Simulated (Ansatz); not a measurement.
Total energies of GeEt3(NMeEt) (C9H23GeN) from Ansatz at PBE-D4/def2-SVP, gas phase (1 Eh = 27.2114 eV = 2625.5 kJ/mol). The reference geometry is relaxed at PBE-D4/def2-SVP.

```xyz
34

Ge    0.1642   -0.3194   -0.4663
C     1.2164    1.0234   -1.4678
C     2.1935    1.8045   -0.5839
H     0.5166    1.7084   -1.9922
H     1.7538    0.4755   -2.2719
H     2.7597    2.5679   -1.1581
H     1.6658    2.3266    0.2405
H     2.9391    1.1329   -0.1089
C     1.3751   -1.5788    0.4655
C     2.4070   -2.2215   -0.4680
H     0.7574   -2.3604    0.9572
H     1.8725   -1.0163    1.2839
H     3.0676   -2.9339    0.0697
H     1.9243   -2.7873   -1.2925
H     3.0655   -1.4622   -0.9397
C    -1.0404   -1.3179   -1.6928
C    -2.0841   -0.4341   -2.3833
H    -1.5332   -2.1139   -1.0934
H    -0.4069   -1.8442   -2.4406
H    -2.7439   -1.0154   -3.0619
H    -2.7394    0.0729   -1.6451
H    -1.6113    0.3624   -2.9960
N    -0.7827    0.6073    0.8523
C    -1.4241    1.8709    0.5592
C    -1.3652   -0.1225    1.9670
C    -0.9785    0.4359    3.3428
H    -2.5155    1.7719    0.3170
H    -1.3531    2.5856    1.4130
H    -0.9415    2.3681   -0.3061
H    -2.4847   -0.1467    1.8849
H    -1.0426   -1.1854    1.9153
H    -1.4544   -0.1468    4.1589
H     0.1220    0.4011    3.4814
H    -1.2992    1.4915    3.4597
```

```
                 state   geometry  energy (Eh)
      charge 0 singlet  reference  -2487.14506
      charge 1 doublet  reference  -2486.88613
     charge -1 doublet  reference  -2487.06869
free Ge atom (triplet)          –  -2076.34106
 free C atom (triplet)          –    -37.75124
 free H atom (doublet)          –     -0.49863
 free N atom (quartet)          –    -54.46658
```

**Question.** Work out the vertical ionisation energy to the doublet.

**Answer.** E(charge 1 doublet) − E(charge 0 singlet) = -2486.88613 − (-2487.14506) = 0.25893 Eh = 7.05 eV. For comparison, −ε of the highest occupied level is 4.27 eV at this level, 2.78 eV less.

**Question.** Work out the vertical electron affinity, to the doublet.

**Answer.** E(charge 0 singlet) − E(charge -1 doublet) = -2487.14506 − (-2487.06869) = -0.07637 Eh = -2.08 eV; negative, so the extra electron isn't bound. The basis lacks diffuse functions, which makes affinities too small.

**Question.** Give the fundamental gap IE − EA, the Mulliken electronegativity (IE + EA)/2 and the hardness (IE − EA)/2.

**Answer.** From the values in Eh: IE − EA = 0.25893 − (-0.07637) = 0.33530 Eh = 9.12 eV; (IE + EA)/2 = 2.48 eV; (IE − EA)/2 = 4.56 eV. The HOMO–LUMO gap of the same run is 4.74 eV, 4.38 eV smaller than the fundamental gap.

**Question.** What is the binding energy per atom against free atoms?

**Answer.** Atoms: 1 × (-2076.34106) + 9 × (-37.75124) + 23 × (-0.49863) + 1 × (-54.46658) = -2482.03729 Eh. Binding: -2482.03729 − (-2487.14506) = 5.10777 Eh = 138.99 eV, or 4.09 eV for each of 34 atoms (no zero-point energy, no counterpoise term).

At PBE-D4/def2-SVP the highest occupied level of the charge -1 doublet lies above zero (up to 3.78 eV). By energy differences it is unbound by 2.08 eV (vertical, against the charge 0 singlet, at PBE-D4/def2-SVP) and held by the finite basis.
